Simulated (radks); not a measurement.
Values are calculated unless marked as measured or tabulated.
Task: All-electron atom: Tm27+ in [Kr] 4d6. Code: a radial shooting solver on a logarithmic mesh with Libxc functionals. Model: Dirac Kohn-Sham, BLYP, spin-unpolarised, spherical densities, finite nucleus; open shells are shared between the two j in proportion to 2j + 1; Fermi nuclear charge, rms radius 5.2256 fm. Some entries of the table are withheld. Estimate them.

orbital  occ.  eigenvalue (eV)  <r> (bohr)
1s1/2       2              (1)     0.02001
2s1/2       2        -10916.72     0.08431
2p1/2       2        -10450.07     0.07008
2p3/2       4        -9469.951     0.07747
3s1/2       2        -3166.038         (2)
3p1/2       2        -2961.915      0.2092
3p3/2       4        -2752.499      0.2226
3d3/2       4        -2405.715      0.1958
3d5/2       6        -2359.890      0.2000
4s1/2       2        -1277.632      0.4636
4p1/2       2              (3)      0.4644
4p3/2       4              (4)      0.4868
4d3/2     2.4              (5)      0.4841
4d5/2     3.6              (6)      0.4906
5s1/2       0        -679.6422      0.8430
5p1/2       0        -642.2872      0.8598
5p3/2       0        -620.7134      0.8914

Result: 
(1) 1s1/2 eigenvalue (eV): -60136.87
(2) 3s1/2 <r> (bohr): 0.2195
(3) 4p1/2 eigenvalue (eV): -1192.785
(4) 4p3/2 eigenvalue (eV): -1134.419
(5) 4d3/2 eigenvalue (eV): -994.3636
(6) 4d5/2 eigenvalue (eV): -982.2544
